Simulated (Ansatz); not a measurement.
Ansatz (a program for electronic structure) input (CCSD(T)/aug-cc-pV(D+d)Z):
A basis named .json is the Basis Set Exchange file of that set.

Ansatz 0.2 input:
```yaml
crystal:
  periodic: [false, false, false]
  atoms:
    - {symbol: Si, position_ang: [0.85940154, -0.21254147, 0.82318077]}
    - {symbol: H, position_ang: [1.90355144, -0.47605547, -0.29003220]}
    - {symbol: Cl, position_ang: [-0.81971605, 0.20303742, -0.66085286]}
basis:
  gaussian:
    orbitals: aug-cc-pV_D+d_Z.json
total_charge: -1
magnetization: {spin_polarized: true, initial_magnetization: 1}
correlation: {method: ccsd_t, electrons: outside_noble_gas}
output: {forces: true}
```

Output:

```
Functional definition: HF
integrals: 0.08 GiB planned
731 factors; integrals over basis functions are off by at most 8.7e-4 eV
mean field: 0.23 GiB planned
mean field evaluation 1: about -20381.4644 eV, gradient 1.1e1 eV
mean field evaluation 2: about -20381.4659 eV, gradient 1.1e1 eV
mean field evaluation 4: about -20382.6686 eV, gradient 1.5e0 eV
mean field evaluation 8: about -20382.7458 eV, gradient 8.8e-3 eV
mean field evaluation 16: about -20382.7416 eV, gradient 2.7e-1 eV
mean field evaluation 32: about -20375.3776 eV, gradient 3.1e0 eV
mean field evaluation 64: about -20380.7977 eV, gradient 2.7e-3 eV
mean field -20382.74578779 eV, -749.0520917799 hartree, gradient 6.6e-6 eV, S^2 0.778243; 1 other end points of the search recorded, 0 dependent functions left out
determinant -20382.74578779 eV, -749.0520917799 hartree, with singles and doubles -20390.28186235 eV, -749.3290374119 hartree
determinant -20380.79765312 eV, -748.9804991515 hartree, with singles and doubles -20388.43485216 eV, -749.2611610394 hartree
10 core orbitals not correlated
reference -20382.74578779 eV, -749.0520917799 hartree; 7, 6 occupied and 56, 57 virtual orbitals, 731 factors
densities: 0.39 GiB planned
second order -6.63580983 eV of doubles, -0.00000000 eV of singles
coupled cluster: 0.29 GiB planned
cycle   1  -7.51976214 eV  change   -1.4e-1 eV  update   2.5e-2
cycle   2  -7.53304014 eV  change   -1.3e-2 eV  update   7.7e-3
cycle   3  -7.53622592 eV  change   -3.2e-3 eV  update   4.0e-3
cycle   4  -7.53750365 eV  change   -1.3e-3 eV  update   1.5e-3
cycle   5  -7.53760624 eV  change   -1.0e-4 eV  update   6.6e-4
cycle   6  -7.53769070 eV  change   -8.4e-5 eV  update   2.7e-4
cycle   7  -7.53772647 eV  change   -3.6e-5 eV  update   1.1e-4
cycle   8  -7.53772512 eV  change    1.3e-6 eV  update   4.6e-5
cycle   9  -7.53771954 eV  change    5.6e-6 eV  update   2.3e-5
cycle  10  -7.53772083 eV  change   -1.3e-6 eV  update   1.1e-5
cycle  11  -7.53772209 eV  change   -1.3e-6 eV  update   4.6e-6
cycle  12  -7.53772320 eV  change   -1.1e-6 eV  update   1.8e-6
cycle  13  -7.53772362 eV  change   -4.2e-7 eV  update   7.3e-7
perturbative correction -0.24809108 eV, -0.0091171792 hartree
the calculation of the forces begins
Total energy: -20390.53160249 eV, -749.3382151929 hartree
Atom 0 at     0.859402    -0.212541     0.823181 Å, force     0.127449    -0.031398     0.170889 eV/Å
Atom 1 at     1.903551    -0.476055    -0.290032 Å, force     0.004039    -0.001097    -0.035365 eV/Å
Atom 2 at    -0.819716     0.203037    -0.660853 Å, force    -0.131488     0.032495    -0.135525 eV/Å
Dipole moment:    -0.301664     0.074588    -0.296014 e Å
```
